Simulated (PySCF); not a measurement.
Field gradients from PBE0/pcSseg-1 densities (PySCF, non-relativistic) at GFN2-xTB geometries, isolated species, one conformer each; χzz is the principal value of largest magnitude, with Q(14N) = 0.02044 b, Q(17O) = −0.0256 b. GFN2-xTB bond lengths can be off by several hundredths of an ångström, more for odd bonds, and the gradients follow them. With a basis this small, the couplings can be 20 % off.

Question: These 14N couplings (χzz in MHz, η) are listed in rising order: (-5.866, 0.14); (-5.578, 0.01); (-5.190, 0.23); (-4.536, 0.22); (-3.985, 0.04); (-3.295, 0.55). Assign them to: N3 (pyridine-type nitrogen) in `[CH3:1][c:2]1[n:3][n:4][c:5]([CH:6]=[O:7])[o:8]1`; the nitrile nitrogen of `CCc1cpc(C#N)s1`; the cyano nitrogen of `N#C[Si@H]1CC[SiH2]OC1`; N10 (pyridine-type nitrogen) in `[cH:1]1[cH:2][cH:3][c:4](-[c:5]2[cH:6][cH:7][n:8][n:9][n:10]2)[cH:11][cH:12]1`; N4 (amide nitrogen) in `[CH3:1][C:2](=[O:3])[NH:4][SiH2:5][CH2:6][N:7]([CH3:8])[SiH3:9]`; the pyridine-type nitrogen of `[SiH3][SiH2]Cc1ncco1`.

Answer: -5.866 MHz, η 0.14: N10 (pyridine-type nitrogen) in `[cH:1]1[cH:2][cH:3][c:4](-[c:5]2[cH:6][cH:7][n:8][n:9][n:10]2)[cH:11][cH:12]1`; -5.578 MHz, η 0.01: the cyano nitrogen of `N#C[Si@H]1CC[SiH2]OC1`; -5.190 MHz, η 0.23: N3 (pyridine-type nitrogen) in `[CH3:1][c:2]1[n:3][n:4][c:5]([CH:6]=[O:7])[o:8]1`; -4.536 MHz, η 0.22: the nitrile nitrogen of `CCc1cpc(C#N)s1`; -3.985 MHz, η 0.04: the pyridine-type nitrogen of `[SiH3][SiH2]Cc1ncco1`; -3.295 MHz, η 0.55: N4 (amide nitrogen) in `[CH3:1][C:2](=[O:3])[NH:4][SiH2:5][CH2:6][N:7]([CH3:8])[SiH3:9]`.

Question: Rank these 17O sites by the size of the quadrupole coupling, smallest first.
A. The siloxane oxygen of `C/N=C/CC[Si@@H](N)O[SiH3]`
B. The silyl ether oxygen of `N#C[Si@H]1CC[SiH2]OC1`
C. O7 (aldehyde oxygen) in `[CH3:1][c:2]1[n:3][n:4][c:5]([CH:6]=[O:7])[o:8]1`
D. The amide oxygen of `CC(=O)N[SiH2]CN(C)[SiH3]`
E. The furan-type oxygen of `[SiH3][SiH2]Cc1ncco1`
F. The ether oxygen of `CO/C=C/C[Si@@H](N)[SiH2]N`

Answer: A (6.574 MHz), E (8.341 MHz), D (9.305 MHz), B (10.59 MHz), F (11.40 MHz), C (12.69 MHz).

All sites together:

```tsv
nucleus	site	Vzz (au)	η	χzz (MHz)
14N	N3 (pyridine-type nitrogen) in [CH3:1][c:2]1[n:3][n:4][c:5]([CH:6]=[O:7])[o:8]1	-1.081	0.23	-5.190
14N	the nitrile nitrogen of CCc1cpc(C#N)s1	-0.945	0.22	-4.536
14N	the cyano nitrogen of N#C[Si@H]1CC[SiH2]OC1	-1.161	0.01	-5.578
14N	N10 (pyridine-type nitrogen) in [cH:1]1[cH:2][cH:3][c:4](-[c:5]2[cH:6][cH:7][n:8][n:9][n:10]2)[cH:11][cH:12]1	-1.221	0.14	-5.866
14N	N4 (amide nitrogen) in [CH3:1][C:2](=[O:3])[NH:4][SiH2:5][CH2:6][N:7]([CH3:8])[SiH3:9]	-0.686	0.55	-3.295
14N	the pyridine-type nitrogen of [SiH3][SiH2]Cc1ncco1	-0.830	0.04	-3.985
17O	the ether oxygen of CO/C=C/C[Si@@H](N)[SiH2]N	1.895	0.70	-11.40
17O	O7 (aldehyde oxygen) in [CH3:1][c:2]1[n:3][n:4][c:5]([CH:6]=[O:7])[o:8]1	-2.110	0.55	12.69
17O	the silyl ether oxygen of N#C[Si@H]1CC[SiH2]OC1	1.761	0.35	-10.59
17O	the siloxane oxygen of C/N=C/CC[Si@@H](N)O[SiH3]	1.093	0.07	-6.574
17O	the amide oxygen of CC(=O)N[SiH2]CN(C)[SiH3]	-1.547	0.02	9.305
17O	the furan-type oxygen of [SiH3][SiH2]Cc1ncco1	1.387	0.02	-8.341
```
